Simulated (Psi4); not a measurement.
V (SMILES [V]), quartet; PBE0/def2-SV(P) in Psi4 1.11.

The Psi4 input:
```
memory 2 GB

molecule {
0 4
V     0.00000000    0.00000000    0.00000000
}

set {
  basis def2-sv(p)
  reference uks
  df_basis_scf cc-pvtz-jkfit
}

energy('pbe0')
print_variables()
```

The log (banner, timings and long lists left out):

```
   => Loading Basis Set <=

    Name: DEF2-SV(P)
    Role: ORBITAL
    Keyword: BASIS

         ---------------------------------------------------------
                                   SCF
               by Justin Turney, Rob Parrish, Andy Simmonett
                          and Daniel G. A. Smith
                              UKS Reference
         ---------------------------------------------------------

  ==> Geometry <==

    Molecular point group: d2h
    Geometry (in Angstrom), charge = 0, multiplicity = 4:

       Center              X                  Y                   Z               Mass
    ------------   -----------------  -----------------  -----------------  -----------------
         V            0.000000000000     0.000000000000     0.000000000000    50.943957040000

  Running in d2h symmetry.

  Rotational constants: A = ************  B = ************  C = ************ [cm^-1]
  Rotational constants: A = ************  B = ************  C = ************ [MHz]
  Nuclear repulsion =    0.000000000000000

  Charge       = 0
  Multiplicity = 4
  Electrons    = 23
  Nalpha       = 13
  Nbeta        = 10

  ==> Algorithm <==

  SCF Algorithm Type is DF.
  DIIS enabled.
  MOM disabled.
  Fractional occupation disabled.
  Guess Type is CORE.
  Energy threshold   = 1.00e-06
  Density threshold  = 1.00e-06
  Integral threshold = 1.00e-12

  ==> Primary Basis <==

  Basis Set: DEF2-SV(P)
    Blend: DEF2-SV(P)
    Number of shells: 10
    Number of basis functions: 24
    Number of Cartesian functions: 26
    Spherical Harmonics?: true
    Max angular momentum: 2

  ==> DFT Potential <==

   => LibXC <=

    Version 7.1.2
    S. Lehtola, C. Steigemann, M. J. T. Oliveira, and M. A. L. Marques,  SoftwareX 7, 1–5 (2018) (10.1016/j.softx.2017.11.002)

   => Composite Functional: PBE0 <=

    PBE0 Hyb-GGA Exchange-Correlation Functional

    C. Adamo and V. Barone,  J. Chem. Phys. 110, 6158 (1999) (10.1063/1.478522)
    M. Ernzerhof and G. E. Scuseria,  J. Chem. Phys. 110, 5029 (1999) (10.1063/1.478401)

    Deriv               =              1
    GGA                 =           TRUE
    Meta                =          FALSE

    Exchange Hybrid     =           TRUE
    MP2 Hybrid          =          FALSE

   => Exchange Functionals <=

    0.7500   Perdew, Burke & Ernzerhof

   => Exact (HF) Exchange <=

    0.2500               HF

   => Correlation Functionals <=

    1.0000   Perdew, Burke & Ernzerhof

   => LibXC Density Thresholds  <==

[...]
    Max Points             =            245
    Max Functions          =             24
    Weights Tolerance      =       1.00E-15

Traceback (most recent call last):
  File "psi4", line 375, in <module>
  File "<string>", line 23, in <module>
  File "site-packages/psi4/driver/driver.py", line 533, in energy
  File "site-packages/psi4/driver/procrouting/proc.py", line 2760, in run_scf
  File "site-packages/psi4/driver/procrouting/proc.py", line 1939, in scf_helper
  File "site-packages/psi4/driver/procrouting/proc.py", line 1462, in scf_wavefunction_factory
  File "site-packages/psi4/driver/p4util/python_helpers.py", line 169, in _pybuild_basis
  File "site-packages/psi4/driver/qcdb/libmintsbasisset.py", line 722, in pyconstruct
  File "site-packages/psi4/driver/qcdb/libmintsbasisset.py", line 976, in construct

psi4.driver.qcdb.exceptions.BasisSetNotFound: BasisSet::construct: Unable to find a basis set for atom 1 for key JKFIT among:
  Shell Entries: ['V']
  Basis Sets: [('CC-PVTZ-JKFIT', 'CC-PVTZ-JKFIT', None)]
  File Path: tmpfofey2il, tmpfofey2il, basis
  Input Blocks:

Printing out the relevant lines from the Psithon --> Python processed input file:
    """)
    core.IO.set_default_namespace("")
    core.set_global_option("BASIS", "def2-sv(p)")
    core.set_global_option("REFERENCE", "uks")
    core.set_global_option("DF_BASIS_SCF", "cc-pvtz-jkfit")
--> energy('pbe0')
    print_variables()

!----------------------------------------------------------------------------------!
!                                                                                  !
!  BasisSet::construct: Unable to find a basis set for atom 1 for key JKFIT among: !
!   Shell Entries: ['V']                                                           !
!   Basis Sets: [('CC-PVTZ-JKFIT', 'CC-PVTZ-JKFIT', None)]                         !
!   File Path: tmpfofey2il,      !
!     tmpfofey2il,               !
!     basis                                          !
!   Input Blocks:                                                                  !
!                                                                                  !
!----------------------------------------------------------------------------------!

QcdbException BasisSetNotFound: BasisSet::construct: Unable to find a basis set for atom 1 for key JKFIT among:
  Shell Entries: ['V']
  Basis Sets: [('CC-PVTZ-JKFIT', 'CC-PVTZ-JKFIT', None)]
  File Path: tmpfofey2il, tmpfofey2il, basis
  Input Blocks:
```

The input was rejected before any calculation.
